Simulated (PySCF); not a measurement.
Computed shifts of a molecule C3H7ClSi, HF/pcSseg-1 run with PySCF, GIAO, gas phase, atoms alike by connectivity averaged where their shifts nearly agree, in ppm (number of nuclei): ¹³C: 150.5 (1), 139.0 (1), -1.9 (1). ²⁹Si: -36.0 (1). ¹H: 6.82 (1), 6.58 (1), 4.42 (1), 4.25 (1), 0.63 (3). References: ¹³C against TMS (σ = 192.6 ppm); ²⁹Si against TMS (σ = 393.8 ppm); ³⁵Cl against HCl (σ = 958.2 ppm); ¹H against TMS (σ = 31.99 ppm), references at their B3LYP-D3(BJ)/def2-TZVP geometries, non-relativistic (without spin–orbit terms, shifts of atoms bonded to Cl or Br come out too high). Geometry optimised at r2SCAN-D4/def2-SVP. One conformer was computed; it need not be the lowest.

**Question.** Which molecule gave these data?
A) C[SiH2]/C=C/Cl
B) C=C(C)[SiH2]Cl
C) C=CC[SiH2]Cl
D) C/C=C/[SiH2]Cl

**Answer.** A, C[SiH2]/C=C/Cl
